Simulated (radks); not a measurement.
Valence configurations of Tl+. Calculated with a radial shooting solver on a logarithmic mesh with Libxc functionals: scalar-relativistic Kohn-Sham, LDA (Slater exchange, Perdew-Wang correlation), spin-polarised, spherical densities, finite nucleus; open shells are filled with parallel spins first (spin-orbit coupling, left out, can overturn this in heavy ions); Fermi nuclear charge, rms radius 5.4759 fm. Energies are relative to [Hg]; eigenvalues in eV for spin up.

valence	E (eV)	moment (Bohr magnetons)	e(4f)	e(5d)	e(6p)	e(6s)
[Hg]	0.000	0	-121.80	-22.986	-	-16.677
[Xe] 4f14 5d10 6s1 6p1	7.754	2	-123.63	-24.884	-9.889	-18.417
[Xe] 4f14 5d10 6s0.5 6p1.5	12.047	2	-124.53	-25.696	-10.323	-18.969
[Xe] 4f14 5d9 6s2 6p1	15.629	2	-127.80	-27.863	-10.349	-19.428
[Xe] 4f14 5d9 6s1.5 6p1.5	19.654	3	-128.64	-28.726	-10.950	-20.194
[Xe] 4f14 5d8 6s2 6p2	33.523	4	-133.78	-32.610	-11.963	-21.919
[Xe] 4f13.5 5d9.5 6s2 6p1	67.213	2	-134.47	-28.541	-10.368	-19.490
[Xe] 4f13.5 5d9.5 6s1.5 6p1.5	71.325	3	-135.32	-29.415	-10.977	-20.267
[Xe] 4f12.5 5d9.5 6s1.5 6p2.5	203.32	5	-155.12	-35.685	-12.600	-22.878
[Xe] 4f12 5d10 6s2 6p2	259.48	4	-161.35	-35.637	-12.098	-22.258

NIST lists [Hg] as the ground configuration; this level of theory agrees among the configurations tried. The energies are those of spherical high-spin densities, not of single terms.
